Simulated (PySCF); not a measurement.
**Assignment exercise: C$_{5}$H$_{7}$NO$_{2}$**

Bonds (- single, = double, # triple, : aromatic): C1-C2 1.505 Å, C2=O3 1.214 Å, C2-C4 1.476 Å, C4=C5 1.338 Å, C5-C6 1.497 Å, C6-N7 1.343 Å, C6=O8 1.217 Å. C1 carries H9, H10, H11; C4 carries H12; C5 carries H13; N7 carries H14, H15. Stereochemistry as in CC(=O)/C=C\C(N)=O. H14 is cis to the C=O or C=S heteroatom; H15 is trans to the C=O or C=S heteroatom.

Method: GIAO PBE0/pcSseg-1 shieldings, coordinates at the GFN2-xTB level, in PySCF 2.14.0 with density-fitted response routines (single conformer, non-relativistic, equivalent nuclei averaged, in vacuum).

Referencing at the same level of theory: TMS for 13C (σ = 186.93 ppm), 1H (σ = 31.72 ppm).

Problem. Assign these signals to the numbered atoms. 13C{1H} NMR (computed): δ 207.7, 166.5, 150.8, 134.6, 35.4.

Solution. 
207.7 → C2, ketone carbonyl carbon: low-lying n→π* states of the double bond to the heteroatom give a large paramagnetic term (-268 ppm)
166.5 → C6, amide carbonyl carbon: it is a carbonyl in resonance with an O or N lone pair, the region of acids, esters and amides
150.8 → C5, β carbon of a C=C–C=O unit: conjugation with the carbonyl draws π density from the β position
134.6 → C4, β carbon of a C=C–C=O unit
35.4 → C1, methyl carbon α to a carbonyl: the adjacent C=O deshields it moderately

Problem. Assign these signals to the numbered atoms. 1H NMR (400 MHz, computed): δ 9.71 (br, 1H), 6.51 (d, 1H), 6.34 (d, 1H), 4.89 (br, 1H), 2.41 (s, 3H).

Solution. 
9.71 → H15, hydrogen on an amide-type nitrogen: labile proton, position sensitive to the medium
6.51 → H12, hydrogen on a β carbon of a C=C–C=O unit: attached to an sp2 carbon and in the plane of the double bond
6.34 → H13, hydrogen on a β carbon of a C=C–C=O unit
4.89 → H14, hydrogen on an amide-type nitrogen: exchangeable, gas-phase position
2.41 → H9/H10/H11, hydrogen on a methyl carbon α to a carbonyl: α to C=O

Exchangeable OH/NH protons stand at their gas-phase positions; hydrogen bonding in a real sample shifts them, mostly to higher δ. The two substituents on the amide-type nitrogen aren't averaged: C–N rotation is slow on the NMR time scale. Shifts are as computed. Against solution values, carbons near 30 ppm lie about +3 ppm off and those near 130 ppm about +5 ppm (rms about the fit 2.1 ppm; single classes can miss by 10 ppm). Of 1328 compounds with measured shifts, 309 miss one by over three times the rms of a fit or turn the order of signals round; such compounds aren't used in these exercises. Signals without a measured value on file couldn't be tested in this way; 1H shifts scatter by 0.2 ppm about their fit, and single ones miss by 0.5 ppm. Hydrogen bonding in solution deshields acid and N–H amide carbonyl carbons by as much as 10 ppm beyond these values. No couplings were computed; multiplicities are counted from neighbouring protons, with m where these are inequivalent, close in shift, in a saturated or five-membered ring or joined by F or P, and br s for small geminal =CH2 splittings.
